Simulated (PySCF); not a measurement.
A GIAO shielding run with PySCF 2.14 (density fitting, non-relativistic, gas phase) on `InChI=1S/C3H11ClN2Si2/c1-6-2-7(4)3-8(6)5/h7-8H,2-3,5H2,1H3/t7-,8+/m1/s1`:

```
$ OMP_NUM_THREADS=1 python probes_run.py task.json out

{"job": {"kind": "nmr", "xc": "PBE0", "basis": "pcSseg-1"}, "charge": 0, "multiplicity": 1}
C      0.599400    -1.150620     1.834111
N      0.061961    -0.407175     0.726631
C     -1.318662    -0.009044     0.901902
Si    -1.909444     0.880286    -0.682441
Cl    -2.568742     2.743583    -0.239878
C     -0.324555     0.883448    -1.704313
Si     0.803466    -0.367164    -0.826368
N      2.441376     0.162804    -0.867646
H      0.059970    -2.093976     1.987370
H      1.645089    -1.379884     1.642568
H      0.529931    -0.566993     2.758254
H     -1.939755    -0.892577     1.108624
H     -1.394552     0.630223     1.791468
H     -3.020048     0.151131    -1.301248
H      0.139239     1.866004    -1.732398
H     -0.488509     0.591445    -2.736054
H      0.839829    -1.669132    -1.508074
H      2.667105     1.103635    -0.588311
H      3.167098    -0.466742    -0.571661
```

Hardware: 1 thread of an Arm Neoverse V1, shared host. The job also computes population analyses, field gradients, ring-centre shieldings.

Question: How large is the calculation?

Answer: 88 electrons, 212 basis functions and 1162 auxiliary functions.

Question: How long does it take, and how much memory does it need?

Answer: 47 s of wall time, with 14 SCF cycles and 4 response iterations; peak memory 1 GiB. Times on a shared host scatter by some tens of per cent.
